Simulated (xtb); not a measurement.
Input for xtb:
```
$ xtb mol.xyz --gfn 2 --opt vtight --json

# file mol.xyz
8

O      0.52392200     0.08614066     1.48769664
P      0.07303593    -0.01942143    -0.07185826
O      1.16835468    -0.01387572    -1.04771932
O     -0.88375878    -1.26713107    -0.09632670
O     -0.88559146     1.20880846    -0.22922036
H      1.30181838     0.61553335     1.54065858
H     -0.31126463    -2.07068721    -0.31651315
H     -0.96845756     1.40966641    -1.17782891
```

Problem. What is the computed total energy at the end of the optimisation (GFN2-xTB (xtb 6.7.1))?

Solution. -20.4584 Eh

Problem. Estimate the dipole moment that GFN2-xTB returns for this input.

Solution. 0.45 D

Problem. What is the computed HOMO-LUMO gap (GFN2-xTB)?

Solution. 11.02 eV
